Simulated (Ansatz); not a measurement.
C$_{2}$Cl$_{3}$ (SMILES Cl[C]=C(Cl)Cl), doublet, at a GFN2-xTB geometry; PBE0/cc-pVDZ (Ansatz, a quantum-chemistry and plane-wave program).

Here is a job for Ansatz.
Ansatz 0.2 input:
```yaml
crystal:
  periodic: [false, false, false]
  atoms:
    - {symbol: C, position_ang: [-0.01280289, 0.20464514, 1.02473773]}
    - {symbol: C, position_ang: [0.00168582, 0.32335442, -0.26381268]}
    - {symbol: Cl, position_ang: [-0.02139799, -0.94010326, 2.18439863]}
    - {symbol: Cl, position_ang: [0.02057196, -1.07353155, -1.37258546]}
    - {symbol: Cl, position_ang: [0.00474969, 1.82728202, -1.08037495]}
basis:
  gaussian:
    orbitals: cc-pVDZ
hamiltonian:
  xc: pbe0
magnetization: {spin_polarized: true, initial_magnetization: 1}
output: {forces: true}
```

The log (banner, timings and long lists left out):

```
Functional definition: PBE0
855 factors; integrals over basis functions are off by at most 1.2e-3 eV
mean field evaluation 1: about -39622.0660 eV, gradient 2.0e1 eV
mean field evaluation 2: about -39620.2770 eV, gradient 2.8e1 eV
mean field evaluation 4: about -39624.2932 eV, gradient 1.3e0 eV
mean field evaluation 8: about -39624.5213 eV, gradient 2.6e-1 eV
mean field evaluation 16: about -39624.5224 eV, gradient 9.0e-4 eV
mean field -39624.52235146 eV, -1456.1743379501 hartree, gradient 2.8e-5 eV, S^2 0.763596; 0 other end points of the search recorded, 0 dependent functions left out
the calculation of the forces begins
reference -39624.52237121 eV, -1456.1743386760 hartree; 32, 31 occupied and 50, 51 virtual orbitals, 855 factors
Total energy: -39624.52237121 eV, -1456.1743386760 hartree
Atom 0 at    -0.012803     0.204645     1.024738 Å, force    -0.011787     0.570778     0.802783 eV/Å
Atom 1 at     0.001686     0.323354    -0.263813 Å, force     0.025057    -0.714588    -1.890016 eV/Å
Atom 2 at    -0.021398    -0.940103     2.184399 Å, force    -0.003577    -0.619132     0.535107 eV/Å
Atom 3 at     0.020572    -1.073532    -1.372585 Å, force    -0.008115     0.412198     0.545606 eV/Å
Atom 4 at     0.004750     1.827282    -1.080375 Å, force    -0.001578     0.350743     0.006520 eV/Å
Dipole moment:    -0.002191    -0.068557     0.213497 e Å
```
